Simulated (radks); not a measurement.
Spherical quantum dot in the effective-mass picture: electrons in a hard-walled sphere of radius 2.21, all in effective atomic units (hartree* = m*/eps^2 hartree, bohr* = eps/m* bohr), one dielectric constant everywhere. Method: non-relativistic Kohn-Sham, PBEsol, spin-polarised, spherical densities; computed with a radial shooting solver with Libxc functionals. Levels are named by radial order and angular momentum (1s, 1p, 1d, 2s, ...), and open shells are averaged over m. Results are scaled to m* = 0.367 and eps = 5.6, for which hartree* = 318.4 meV and bohr* = 0.8075 nm.

N = 2, configuration 1s2. This is the lowest configuration that the search found. Occupied and some empty levels:

level  occupation  eigenvalue (meV)  <r> (nm)
1s              2            655.12    0.9270
1p              0            966.17     1.073
1d              0            1376.9     1.165
2s              0            1632.8    0.8786

Energy (meV): total 890.742, kinetic 649.25, external 0, Hartree 495.29, exchange-correlation -253.79.
